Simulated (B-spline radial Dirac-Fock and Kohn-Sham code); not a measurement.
## Magnetic form factor of the 4d shell of Ir³⁵⁺

System: the Ir³⁵⁺ ion, [Kr] 4d6.

Input file task.json (cfg lists n, l and occupation; rrms is the nuclear radius in fm):

```json
{"items": [{
  "Z": 77,
  "q": 35,
  "cfg": [[1, 0, 2], [2, 0, 2], [2, 1, 6], [3, 0, 2], [3, 1, 6], [3, 2, 10], [4, 0, 2], [4, 1, 6], [4, 2, 6]],
  "A": 193,
  "rrms": 5.4032,
  "do": ["scatter"],
  "s": [0.0, 0.05, 0.1, 0.15, 0.2, 0.25, 0.3, 0.35, 0.4, 0.45, 0.5, 0.6, 0.7, 0.8, 0.9, 1.0, 1.1, 1.2, 1.4, 1.6, 1.8, 2.0, 2.5, 3.0, 3.5, 4.0, 5.0, 6.0],
  "pz": [0, 0.1, 0.2, 0.3, 0.4, 0.5, 0.6, 0.8, 1.0, 1.2, 1.4, 1.6, 1.8, 2.0, 2.5, 3.0, 4.0, 5.0, 7.0, 10.0, 15.0, 20.0, 30.0, 40.0, 60.0, 100.0],
  "hv_scatter": [2000, 5000, 17479.3, 20000, 30000, 50000, 100000, 1000000]
}]}
```

Command: `python xray_run.py task.json out`

Model: Dirac-Fock densities. Program: an atomic code on a B-spline grid. ⟨j_K⟩ is the integral of the 4d radial density with the spherical Bessel function j_K(4πsr), s = sin θ/λ.

```
s (Å⁻¹)     ⟨j0⟩    ⟨j2⟩    ⟨j4⟩
      0   1.0000  0.0000  0.0000
   0.05   0.9965  0.0014  0.0000
    0.1   0.9860  0.0056  0.0000
   0.15   0.9688  0.0124  0.0001
    0.2   0.9452  0.0217  0.0002
   0.25   0.9156  0.0332  0.0004
    0.3   0.8804  0.0467  0.0008
   0.35   0.8404  0.0618  0.0015
    0.4   0.7962  0.0780  0.0025
   0.45   0.7486  0.0952  0.0039
    0.5   0.6983  0.1127  0.0057
    0.6   0.5927  0.1474  0.0110
    0.7   0.4856  0.1790  0.0185
    0.8   0.3824  0.2051  0.0283
    0.9   0.2877  0.2239  0.0402
      1   0.2047  0.2343  0.0536
    1.1   0.1354  0.2361  0.0679
    1.2   0.0805  0.2300  0.0821
    1.4   0.0121  0.1983  0.1073
    1.6  -0.0115  0.1514  0.1237
```

Radial moments of the shell: ⟨r²⟩ = 0.1905, ⟨r⁴⟩ = 0.05322, ⟨r⁶⟩ = 0.01971 in powers of bohr.

Values without a named source are computed, but for edge energies of neutral atoms, which are taken from tables.
